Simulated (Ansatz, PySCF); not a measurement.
Sn(H)2(SMe)2 (C₂H₈S₂Sn), SMILES C[S][SnH2][S]C. Atoms are numbered in the order given.

```xyz
13

Sn    -0.2087    -1.2473     0.1550
S      2.0531    -0.3355     0.2662
C      1.6878     1.4286    -0.1037
S     -1.4406    -0.0384    -1.5731
C     -2.1999     1.2860    -0.5446
H     -1.0807    -0.9845     1.6206
H     -0.0763    -2.9058    -0.2628
H      1.0475     1.5153    -0.9934
H      2.6541     1.9100    -0.3088
H      1.2150     1.9337     0.7514
H     -1.4449     1.9883    -0.1642
H     -2.7741     0.8701     0.2952
H     -2.8879     1.8329    -1.2046
```

Geometry: B3LYP-D3(BJ)/def2-SVP. The def2 effective core potentials stand for the cores of Sn; spin–orbit coupling is left out. One conformer was computed; it need not be the lowest.

Two levels are set side by side: PBE-D3(BJ)/def2-SVP (Ansatz, a program for electronic structure) and B3LYP-D3(BJ)/def2-SVP (Ansatz). Each level has its own optimised geometry; the coordinates shown are those of the second. Frequencies come from the Hessian of PySCF at each geometry. Differences are taken from unrounded values.

| quantity | B3LYP-D3(BJ) |
|---|---|
| mean bond length (Å) | 1.550 |
| bond Sn1–S2 (Å) | 2.441 |
| bond Sn1–S4 (Å) | 2.442 |
| bond S2–C3 (Å) | 1.839 |
| bond S4–C5 (Å) | 1.841 |
| bond Sn1–H6 (Å) | 1.726 |
| bond Sn1–H7 (Å) | 1.716 |
| bond C3–H8 (Å) | 1.100 |
| bond C3–H9 (Å) | 1.099 |
| bond C3–H10 (Å) | 1.100 |
| bond C5–H11 (Å) | 1.099 |
| bond C5–H12 (Å) | 1.099 |
| bond C5–H13 (Å) | 1.099 |
| highest harmonic wavenumber (cm⁻¹) | 3148 |
| mean harmonic wavenumber (cm⁻¹) | 1210 |
| zero-point energy (kcal/mol) | 57.10 |

Task: What does PBE-D3(BJ) give, and how far is it from B3LYP-D3(BJ)? (The exact figures need the calculation; the answer reports its results.)

Result: 
| quantity | PBE-D3(BJ) | PBE-D3(BJ) minus B3LYP-D3(BJ) |
|---|---|---|
| mean bond length (Å) | 1.557 | 0.007 |
| bond Sn1–S2 (Å) | 2.445 | 0.004 |
| bond Sn1–S4 (Å) | 2.448 | 0.005 |
| bond S2–C3 (Å) | 1.838 | -0.001 |
| bond S4–C5 (Å) | 1.840 | -0.001 |
| bond Sn1–H6 (Å) | 1.737 | 0.012 |
| bond Sn1–H7 (Å) | 1.726 | 0.010 |
| bond C3–H8 (Å) | 1.109 | 0.009 |
| bond C3–H9 (Å) | 1.107 | 0.008 |
| bond C3–H10 (Å) | 1.108 | 0.008 |
| bond C5–H11 (Å) | 1.107 | 0.008 |
| bond C5–H12 (Å) | 1.107 | 0.008 |
| bond C5–H13 (Å) | 1.107 | 0.008 |
| highest harmonic wavenumber (cm⁻¹) | 3088 | -60 |
| mean harmonic wavenumber (cm⁻¹) | 1177 | -33 |
| zero-point energy (kcal/mol) | 55.52 | -1.58 |

GGA bonds tend to be longer and softer than those of functionals with exact exchange. Differences between two approximate levels are no errors against the true value.
